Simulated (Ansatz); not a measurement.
The first iterations of a band of C3H11BSSi (17 atoms, charge 0, multiplicity 1).

Theory: RKS B3LYP-D4/6-31G* in Ansatz.

```json
{
 "movable images": "5",
 "climbing image": "yes",
 "spring": "5.0 eV/Å²",
 "optimiser": "quadratic models (default)",
 "start path": "through a guess of the saddle point",
 "force threshold": "0.5 eV/Å",
 "iteration limit": "40",
 "end points": "relaxed"
}
```

Initial state:

```xyz
17
Properties=species:S:1:pos:R:3
C -1.416 -0.466 -1.524
B -0.972 -0.922 -0.082
S -2.291 -1.446 1.042
C 0.551 -0.961 0.345
C 1.399 0.247 -0.123
Si 0.946 1.861 0.755
H -2.460 -0.685 -1.773
H -1.280 0.621 -1.616
H -0.777 -0.918 -2.294
H -1.556 -1.708 2.146
H 0.678 -1.109 1.426
H 0.954 -1.877 -0.122
H 2.466 0.053 0.050
H 1.291 0.393 -1.206
H -0.483 2.208 0.515
H 1.141 1.718 2.226
H 1.791 2.990 0.275
```

Final state:

```xyz
17
Properties=species:S:1:pos:R:3
C -1.426 -0.584 -1.313
B -0.812 -0.984 0.081
S -1.838 -1.489 1.484
C 0.750 -0.962 0.338
C 1.472 0.310 -0.175
Si 1.005 1.880 0.773
H -2.445 -0.945 -1.485
H -0.794 -0.918 -2.146
H -1.459 0.514 -1.378
H -3.058 -1.448 0.903
H 1.003 -1.133 1.393
H 1.150 -1.836 -0.205
H 2.561 0.181 -0.106
H 1.255 0.469 -1.239
H -0.454 2.154 0.650
H 1.326 1.731 2.220
H 1.746 3.060 0.244
```

| iteration | highest image above the first end (eV) | largest band force component (eV/Å) |
| --- | --- | --- |
| 1 | 8.229 | 20.573 |
| 2 | 4.945 | 5.965 |
| 3 | 4.429 | 4.044 |
| 4 | 3.851 | 1.549 |

Question: Does the band converge within its limit, and where does its top end?

Answer: It converged. It ended after 13 iterations with the highest image 4.270 eV above the first end. The threshold of 0.5 eV/Å is loose, so the images may lie well off the minimum-energy path. The profile has 2 maxima (images 2, 4) with wells between them (image 3): this band takes more than one step, which may be the mechanism or a detour left from its start path. Neighbouring images differ by up to 4.0 eV, so the band resolves the path poorly. The order of the stationary point at the top wasn't checked. Another band between the same ends, with other settings, climbed to 0.69 eV only, so this may not be the lowest route.

Run time: 6.5 min on 2 threads of Arm Neoverse V1 (shared host), peak memory 0.32 GiB.
